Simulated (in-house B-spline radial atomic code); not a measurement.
**Ta⁴⁹⁺: [Ar] 3d6**

Computed with a B-spline radial code for spherical atoms: Dirac-Kohn-Sham AM05, spherical fractional occupations, Fermi nucleus of rms radius 5.3507 fm.

Effective charges: Z_r = [3n² - l(l+1)]/(2<r>) from the radius, Z_e = n√(-2ε) from the energy, and Slater's rules. Values are occupation-weighted means over j. An effective charge above Z reflects the relativistic contraction of the inner shells.

```csv
shell,electrons,ε (eV),<r> (bohr),Z_r,Z_e,Slater
1s,2,-70134,0.01867,80.32,71.80,72.70
2s,2,-14404,0.07803,76.89,65.08,68.85
2p,6,-13065,0.06974,71.70,61.98,68.85
3s,2,-5238.2,0.1964,68.74,58.86,61.75
3p,6,-4833,0.194,64.43,56.54,61.75
3d,6,-4372.4,0.174,60.36,53.78,53.25
```

The least bound orbital is 3d5/2 at -4345 eV, while the most diffuse is 3p3/2 (<r> = 0.1982 bohr against 0.1755 bohr): energy order and size order differ.

Spin-orbit splittings of the orbital energies (j = l + 1/2 above j = l - 1/2 when positive): 2p 1280 eV, 3p 304.5 eV, 3d 69.08 eV.

For the 1s electron the small component carries 7.55 % of the norm, the zero-frequency Breit interaction raises the level by 230.6 eV, self-energy by 144.6 eV, and vacuum polarisation lowers it by 26.94 eV.
